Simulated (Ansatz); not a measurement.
Calculated with Ansatz (gas phase, PBE0-D4/def2-TZVP geometries, no zero-point term in ΔE). CCSD(T)/CBS adds triple-zeta CCSD(T) − MP2 to the extrapolated MP2 energy (def2 sets, frozen cores). DFT in def2-TZVPP. B3LYP here is the variant with VWN-RPA as its local correlation; programs differ in this. One conformer a species, not always the lowest.

Consider the redistribution: `O[SiH2][SiH]([SiH3])S` + `F[SiH2]O[SiH2]Cl` → `F[SiH2]O[SiH2][SiH3]` + `O[SiH2][SiH](S)Cl`.

| level | ΔE (kcal/mol) |
| --- | --- |
| B3LYP-D4 | 4.4 |
| MP2/def2-TZVPP | 6.0 |

Task: What does CCSD(T)/CBS give? (Best estimate.)

Result: Ansatz gave: +5.4 kcal/mol. The listed levels differ from it by -1.0, 0.6 kcal/mol.

Largest T1 diagnostic among the species: 0.013.

From PBE to PBE0 (25 % exact exchange), in def2-TZVPP and without D4, ΔE moves by +0.8 kcal/mol.
